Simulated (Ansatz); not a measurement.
Ansatz results at the PBE0-D4/def2-TZVP geometry: HOMO–LUMO gap (PBE0/def2-TZVPP) 7.04 eV; LUMO energy (ωB97M-V/def2-TZVPP) 1.05 eV; size of the dipole moment (ωB97M-V/def2-TZVPP) 2.47 D.

Each molecule was computed in one conformer, which needn't be the lowest.

Q: Which molecule gave them?
A. `C=C[SiH2][SiH](O)O`
B. `CO[Si@@H](O)[Si@@H](O)Cl`
C. `N[SiH](O)[Si](N)(O)O`
D. `O[SiH](O)/C=C/[SiH3]`

A: D. The others give `CO[Si@@H](O)[Si@@H](O)Cl`: 7.08, 1.23, 1.84; `N[SiH](O)[Si](N)(O)O`: 7.29, 1.87, 1.89; `C=C[SiH2][SiH](O)O`: 7.25, 1.55, 0.89.
